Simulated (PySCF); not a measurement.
Estimate the missing entries of this data sheet.

Species: C5H11Se (charge -1).
InChI=1S/C5H12Se/c1-5(2,3)4-6/h6H,4H2,1-3H3/p-1

Conformer (atom-mapped SMILES and torsion angles): `[CH3:1][C:2]([CH3:3])([CH3:4])[CH2:5][Se-:6]`: C1–C2–C5–Se6 180°.

```csv
property,level,value
point group,PBE0-D3(BJ)/def2-SVP,?
"rotational constants A, B, C",PBE0-D3(BJ)/def2-SVP,?
HOMO energy,PBE0/pcSseg-1,?
LUMO energy,PBE0/pcSseg-1,?
13C chemical shifts (computed TMS as zero) by class,GIAO PBE0/pcSseg-1,?
1H chemical shifts (computed TMS as zero) by class,GIAO PBE0/pcSseg-1,?
"isotropic shieldings of nuclei other than C and H, by class",GIAO PBE0/pcSseg-1,?
largest of the computed one-bond spin–spin couplings (means over like bonds),"B3LYP/pcJ-1 (pcSseg-1 on Se), spin–dipole term left out","13C–1H +136.1 (×2), 13C–1H +130.2 (×9), 13C–13C +39.0 (×3), 13C–13C +33.8 Hz"
```

The electronic properties come from PySCF, for the isolated species, density fitting. Geometry: PBE0-D3(BJ)/def2-SVP; no solvent or vibrations. The geometry's basis has no diffuse functions, a weakness for an anion. Relativistic effects, spin–orbit coupling among them, are left out although an element past zinc is present. Atoms bound to Se lack the heavy atom's spin–orbit term in their shielding, so their NMR values are less reliable. NMR classes are plain means over equivalent atoms (diastereotopic ones count apart unless rotation or inversion swaps them), as if these changed places fast; in this geometry the members of some classes differ. The HOMO energy is positive, so at this level the finite basis confines the outermost electrons. No diffuse functions stand in pcJ-1 (pcSseg-1 on Se) and pcSseg-1, which bears on an anion's orbital energies.

(1) The 13C chemical shifts (computed TMS as zero) by class?

(2) What are the 1H chemical shifts (computed TMS as zero) by class?

(3) What are the isotropic shieldings of nuclei other than C and H, by class?

(4) The rotational constants A, B, C?

(5) Give the LUMO energy.

(6) Give the point group.

(7) The HOMO energy?

Answers

(1) 47.3 (1 C), 32.8 (1 C), 32.5 (3 C) ppm.

(2) 2.24 (2 H), 0.95 (9 H) ppm.

(3) 1974 (1 Se) ppm.

(4) 4.457, 1.114, 1.112 GHz.

(5) 4.87 eV.

(6) Cs.

(7) 0.46 eV.

The rotational constants make it an asymmetric top with κ = (2B − A − C)/(A − C) = -1.00, nearer the prolate limit (−1). With B = h/(8π²I), that is 505.379 GHz u Å² over I, the principal moments of inertia are 113.4, 453.8 and 454.5 u Å² (most abundant isotopes).
